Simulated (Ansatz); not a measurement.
Stepwise reaction of `F[Si](I)(I)I` with hydrogen fluoride, as a gas-phase model of exchange steps in deposition or etching. ΔE in kJ/mol; ΔG adds harmonic PBE0-D4 terms to CCSD(T)/CBS, at 1 bar.

Program: Ansatz. Geometries: PBE0-D4/def2-TZVP. ΔE: electronic, gas phase. CBS: MP2 limit from def2 TZ/QZ plus the TZ coupled-cluster correction, frozen cores. This one scheme is used for every species. Functionals use def2-TZVPP. B3LYP here is the variant with VWN-RPA as its local correlation; programs differ in this. def2 core potentials past Kr. For I outer-core shells are correlated without core-valence functions, which leaves a few kJ/mol of doubt a bond.

```tsv
step	reaction	PBE-D4	B3LYP-D4	ωB97M-V	CCSD(T)/CBS	ΔG(500 K)
1	`F[Si](I)(I)I` + H–F → `F[Si](F)(I)I` + HI	-48.6	-62.9	-66.5	-54.0	-63.0
2	`F[Si](F)(I)I` + H–F → `F[Si](F)(F)I` + HI	-55.5	-70.5	-73.3	-65.5	-70.5
3	`F[Si](F)(F)I` + H–F → `F[Si](F)(F)F` + HI	-60.9	-76.9	-77.4	-74.4	-74.9
```

Question: By hand: ΔE of the 3 steps together at CCSD(T)/CBS.

Answer: (-54.0) + (-65.5) + (-74.4) = -193.9 kJ/mol, or -64.6 kJ/mol a step.

In ΔE each step is lower than the one before. All are downhill at CCSD(T)/CBS. ΔG lies between -74.9 and -63.0 kJ/mol a step. PBE-D4 differs from CCSD(T)/CBS by 5.4 to 13.5 kJ/mol a step. Only this route is followed, and other bonds may react first. Isolated molecules leave out the surface, adducts and barriers. Largest T1 diagnostic: 0.011.
